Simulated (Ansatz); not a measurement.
CH$_{3}$ClSSi, SMILES `Cl[SiH]1CS1`, relaxed with RKS PBE-D4/def2-SVP in Ansatz 0.2.0 from a rough embedded geometry. The force threshold is 0.03 eV/Å; the program also tests the step.

The species carries charge 0 and has multiplicity 1.

Start:

```xyz
7

Cl    1.814   -0.424    1.682
Si    0.032    0.244    0.854
C    -0.439   -0.425   -0.752
S     0.600    0.934   -1.204
H    -0.574    1.410    1.519
H     0.002   -1.386   -1.045
H    -1.435   -0.353   -1.055
```

```
step  energy (eV)  largest force (eV/Å)  largest move (Å)
   1  -32296.3680                 2.038             0.000
   2  -32296.8821                 1.165             0.196
   3  -32296.9764                 1.195             0.192
   4  -32296.9974                 0.497             0.150
   5  -32297.0554                 0.159             0.152
   6  -32297.0589                 0.059             0.028
   7  -32297.0594                 0.020             0.022
```

End:

```xyz
7

Cl    1.745   -0.449    1.818
Si    0.243    0.437    0.701
C    -0.458   -0.469   -0.753
S     0.612    1.016   -1.287
H    -0.603    1.274    1.598
H    -0.019   -1.442   -1.038
H    -1.520   -0.367   -1.040
```

Hardware: 2 threads of an Arm Neoverse V2 on a shared host. Wall time 11 s, peak host memory 0.14 GiB.
